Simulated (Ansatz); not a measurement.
Consider the ligand exchange at a Zr–O bond: `[OH][Zr]([Cl])([Cl])[Cl]` + HI → `[Cl][Zr]([Cl])([Cl])[I]` + H₂O.

Calculated with Ansatz (gas phase, PBE0-D4/def2-TZVP geometries, no zero-point term in ΔE). CBS: MP2 limit from def2 TZ/QZ plus the TZ coupled-cluster correction, frozen cores. This one scheme is used for every species. Functionals use def2-TZVPP. Elements past krypton have def2 core potentials. For I, Zr outer-core shells are correlated without core-valence functions, which leaves a few kJ/mol of doubt a bond. Each species was taken in one conformer, which may not be the lowest.

`[OH][Zr]([Cl])([Cl])[Cl]`:

Cartesian coordinates in Å:
```
O -1.088 0.995 -0.084
Zr 0.294 -0.272 0.022
Cl 2.291 0.710 -0.690
Cl 0.511 -0.987 2.235
Cl -0.225 -2.091 -1.350
H -1.784 1.646 -0.133
```

HI:

Z-matrix (Å, degrees):
```
I
H 1 1.610
```

`[Cl][Zr]([Cl])([Cl])[I]`:

```xyz
5

Cl    2.018   -0.842   -0.831
Zr    0.008   -0.073    0.016
Cl   -1.736   -1.260   -0.934
Cl   -0.024   -0.358    2.312
I    -0.267    2.533   -0.563
```

H₂O:

Cartesian coordinates in Å:
```
O 0.134 0.337 0.141
H -0.241 -0.394 0.636
H 0.107 0.057 -0.777
```

(1) Is it downhill or uphill in electronic energy at CCSD(T)/CBS, and by how much? (Estimate.)

(2) What do these levels give: PBE0-D4, r2SCANh-D4, BHLYP-D4, revPBE, PBE0, r2SCANh, BHLYP, LC-ωPBE, MP2/def2-SVP, CCSD/def2-SVP, SCS-MP2/def2-TZVPP, HF/CBS(def2)? (An estimate is asked.)

Largest T1 diagnostic among the species: 0.016.

Results:

(1) Ansatz gave: Downhill: ΔE = -16.6 kJ/mol.

(2) The calculation gave: PBE0-D4 -13.7, r2SCANh-D4 -10.0, BHLYP-D4 -8.7, revPBE -7.0, PBE0 -9.8, r2SCANh -9.0, BHLYP 1.4, LC-ωPBE 10.9, MP2/def2-SVP 6.4, CCSD/def2-SVP 19.5, SCS-MP2/def2-TZVPP -14.2, HF/CBS(def2) 2.4 kJ/mol.

From BLYP to BHLYP (50 % exact exchange), in def2-TZVPP and without D4, ΔE moves by −3.2 kJ/mol. The D4 term adds −7.0 kJ/mol with B3LYP and −3.9 kJ/mol with PBE0; it sums over pairs of atoms, weighted by their polarisabilities, and B3LYP, whose exchange is more repulsive, gets the larger term. In def2-TZVPP, CCSD(T) changes the Hartree–Fock value by −14.4 kJ/mol (the triples alone add −6.1 kJ/mol) and MP2 by −28.8 kJ/mol.

B3LYP here is the variant with VWN-RPA as its local correlation; programs differ in this.
